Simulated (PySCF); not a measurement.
Molecule: sum formula H8Si2N2O, net charge 0, singlet state. 
Coordinates optimised at B3LYP-D3(BJ)/def2-TZVP (Ansatz):
SMILES: N[SiH2]O[SiH2]N
```xyz
13

N      2.4636     0.4837     0.1119
Si     1.4059    -0.8536    -0.0272
O     -0.1418    -0.5062    -0.4425
Si    -1.6445    -0.0540     0.0332
N     -1.9018     1.6281     0.2079
H      2.8049     0.9769    -0.6975
H      2.4767     1.0666     0.9330
H      1.9330    -1.7234    -1.0962
H      1.3899    -1.5179     1.2953
H     -2.5684    -0.5355    -1.0118
H     -1.9109    -0.6608     1.3565
H     -1.5990     2.1290     1.0275
H     -1.9841     2.2383    -0.5894
```

Dispersion corrections to the total energy (kcal/mol) from the dftd3 and dftd4 libraries through PySCF: D3(BJ) without and D4 with the three-body term, each with the damping fitted for the functional named.

| functional | D3(BJ) | D4 |
|---|---|---|
| LC-wPBE | -6.17 | (withheld) |
| PBE | -6.21 | -6.31 |
| B2PLYP | -5.33 | -4.42 |
| BP86 | -10.41 | -8.60 |
| r2SCAN | -1.86 | (withheld) |
| B3LYP | -11.03 | -10.11 |
| TPSSh | (withheld) | -7.73 |

Q: Complete the blanks.

A: 
- LC-wPBE, D4: -7.03
- r2SCAN, D4: -1.64
- TPSSh, D3(BJ): -7.39
